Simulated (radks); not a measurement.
Values are calculated unless marked as measured or tabulated.
The magnesium ion Mg+ inside a hard spherical wall (all orbitals vanish at R), configuration held at [Ne] 3s1 and not refilled when levels cross. Code: a radial shooting solver on a logarithmic mesh with Libxc functionals. Model: non-relativistic Kohn-Sham, r2SCAN, spin-polarised, spherical densities, point nucleus; open shells are filled with parallel spins first; meta-GGA in the generalised Kohn-Sham scheme. Eigenvalues in eV for spin up, with the zero of energy where the potential of the charges vanishes at infinity; a dash marks a level that is unbound or too diffuse for the functional's potential to be trusted. A positive occupied level is held by the wall or, in an anion where self-interaction has pushed it up, behind a barrier. The pressure on the wall is -dE/dV.

R (bohr)  E (hartree)  kinetic (hartree)    e(1s)    e(2s)    e(2p)    e(3s)  e(3p, empty)  e(4s, empty)  pressure (GPa)
free       -199.77350            199.440  -1275.5  -91.609  -57.072  -12.053        -7.379             -               0
20         -199.77350            199.440  -1275.5  -91.609  -57.072  -12.053        -7.379             -        < 0.0001
12         -199.77350            199.441  -1275.5  -91.609  -57.072  -12.053        -7.379        -2.183        < 0.0001
8          -199.77308            199.445  -1275.4  -91.575  -57.038  -12.028        -7.291        -0.278          0.0237
7          -199.77159            199.458  -1275.3  -91.490  -56.953  -11.955        -7.100         1.639           0.136
3          -199.29809            201.033  -1269.6  -86.637  -52.147    2.452        12.080        80.456             180
1.5        -191.81555            222.192  -1223.0  -55.989  -19.060   161.74        163.47        525.70           21400
